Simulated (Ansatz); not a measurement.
`CSB[SiH2]O` + CH₃NH₂ → `CNB[SiH2]O` + CH₃SH  (ligand exchange at a B–S bond)

Gas-phase electronic energies from Ansatz, PBE0-D4/def2-TZVP geometries. CBS: MP2 limit from def2 TZ/QZ plus the TZ coupled-cluster correction, frozen cores. This one scheme is used for every species. Functionals use def2-TZVPP. One conformer a species, not always the lowest.

```tsv
level	ΔE (kJ/mol)
LDA (SPW92)	-43.4
r2SCAN-D4	-35.6
r2SCAN0-D4	-37.5
CAM-B3LYP-D4	-48.7
ωB97X-V	-42.9
LC-ωPBE	-45.0
RPA@PBE/def2-TZVPP	-44.5
SCS-MP2/def2-QZVPP	-42.9
```

Q: What does CCSD(T)/CBS give? (Best estimate.)

A: Computed: -40.2 kJ/mol. The listed levels differ from it by -3.2, 4.6, 2.7, -8.5, -2.7, -4.8, -4.3, -2.7 kJ/mol.

Largest T1 diagnostic among the species: 0.014.

At CCSD(T), def2-SVP lies −13.3 kJ/mol from the extrapolated value and def2-TZVPP −2.3 kJ/mol. In def2-TZVPP, CCSD(T) changes the Hartree–Fock value by +7.2 kJ/mol (the triples alone add +2.6 kJ/mol) and MP2 by +10.0 kJ/mol. The D4 term adds +3.5 kJ/mol with B3LYP and +1.8 kJ/mol with PBE0; it sums over pairs of atoms, weighted by their polarisabilities, and B3LYP, whose exchange is more repulsive, gets the larger term.

CCSD(T)/CBS has its own doubt, a few kJ/mol and more with outer-core shells, so smaller differences from it don't rank the levels.

B3LYP here is the variant with VWN-RPA as its local correlation; programs differ in this.
